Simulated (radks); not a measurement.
Initial-state core-level shifts of the mercury ion Hg+ when its valence configuration changes from [Xe] 4f14 5d10 6s1. All-electron calculation, scalar-relativistic Kohn-Sham, r2SCAN, spin-unpolarised, spherical densities, finite nucleus; meta-GGA in the generalised Kohn-Sham scheme; Fermi nuclear charge, rms radius 5.4648 fm. Program: a radial shooting solver on a logarithmic mesh with Libxc functionals. Shifts are changes of the shell-averaged eigenvalues in eV (positive: less bound); the change of the density at the nucleus, which sets a Mossbauer isomer shift, is in e/bohr^3, on a base of 2.499e+06.

\begin{tabular}{lrrrrr}
valence & 1s & 3s & 5s & 5p & density at nucleus \\ \hline
4f14 5d9 6s1 6p1 & -5.833 & -5.908 & -5.644 & -5.383 & +33.8 \\
4f13 5d10 6s2 & -17.100 & -20.430 & -8.133 & -6.704 & +405.2 \\
4f13.5 5d10 6s1.5 & -8.426 & -10.069 & -4.021 & -3.309 & +196.4 \\
4f13 5d10 6s1 6p1 & -19.047 & -22.347 & -10.072 & -8.646 & +198.1 \\
4f14 5d10 6p1 & -1.953 & -1.921 & -1.957 & -1.969 & -194.2 \\
4f13 5d10 6p2 & -20.889 & -24.158 & -11.906 & -10.482 & -19.6 \\
4f14 5d8 6s1 6p2 & -11.687 & -11.841 & -11.204 & -10.633 & +71.8 \\
4f13.5 5d10 6s1 6p0.5 & -9.416 & -11.044 & -5.011 & -4.303 & +97.3 \\
\end{tabular}
